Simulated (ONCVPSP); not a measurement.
## Before and after: ONCV potential for Sn (Z = 50)

Sn, optimised norm-conserving Vanderbilt (ONCV), made with ONCVPSP 4.0.1 (LDA (Perdew-Wang 92), scalar-relativistic). Core [Kr] 4d10, reference 5s1.75 5p2.25. Waves: 5s: rc 2.15 bohr, ncon 4, nbas 8, qcut 3.1 1/bohr, 1 projector; 5p: rc 2.05 bohr, ncon 3, nbas 7, qcut 3.6 1/bohr, 2 projectors, debl 2.1 Ha; d scattering state at 0.29 Ha: rc 2.10 bohr, ncon 3, nbas 7, qcut 4.4 1/bohr, 1 projector. Local part: polynomial inside 1.70 bohr (lpopt 5, dvloc0 4 Ha). Core correction: Teter function, fcfact 1.5, rcfact 1.2.

All-electron outer shells of the reference configuration (LDA (PZ), scalar-relativistic, ld1.x):

```
shell  level (eV)  outermost node (bohr)  outermost maximum (bohr)
   4p      -89.95                   0.41                      0.79
   4d      -26.27                   0.39                      0.88
   5s      -11.04                   0.98                      1.99
   5p       -4.03                   1.09                      2.52
```

Change: core correction Teter function, fcfact 1.5, rcfact 1.08.

Cutoffs: the cutoffs (Ha) at which the residual kinetic energy of the hardest occupied pseudo-wave falls to 1 and 0.1 mHa per electron; they do not see the model core or the augmentation charge, which bear on the density cutoff. Errors are all-electron minus pseudo energies relative to the spin-unpolarised reference configuration.

Predict the effect on cutoff, ghosts and configuration errors.

The potential gets neither clearly harder nor softer (9.6 Ha and 34 Ha → 9.6 Ha and 34 Ha); of the 4 tests that both files solve, the error grows in 3 and shrinks in 0 by more than 15 % and 0.3 meV (median size 21.7 → 27.6 meV); neither file shows a bound ghost. That the errors move this way runs against the usual rule that smaller radii transfer better. A model core, the more so a compact one, raises the density cutoff, which this test does not measure.

| quantity | base | changed |
| --- | --- | --- |
| cutoff, loose | 9.6 Ha | 9.6 Ha |
| cutoff, tight | 34 Ha | 34 Ha |
| bound ghosts | none | none |
| GHOST(+) flags under 300 eV | s at 38.5 eV | s at 38.5 eV |
| error for 5s2 5p2, meV [ΔE -1.74 eV] | +0.3 | +0.4 |
| error for 5s2 5p1, meV [ΔE 5.35 eV] | +5.0 | +6.2 |
| error for 5s2 5p0, meV [ΔE 19.61 eV] | +38 | +49 |
| error for 5s1 5p0, meV [ΔE 51.05 eV] | +154 | +214 |
| s: phases at 2.18 bohr within 0.05 rad from the reference energy up to (Ha; the scan ends near 5) | 0.7 | 0.7 |
| p: phases at 2.08 bohr within 0.05 rad from the reference energy up to (Ha; the scan ends near 5) | 3.7 | 3.7 |
| d: phases at 2.13 bohr within 0.05 rad from the reference energy up to (Ha; the scan ends near 5) | 0.5 | 0.5 |
| rms error of d²Exc/dni dnj with the model core, mHa | 6.85 | 7.60 |
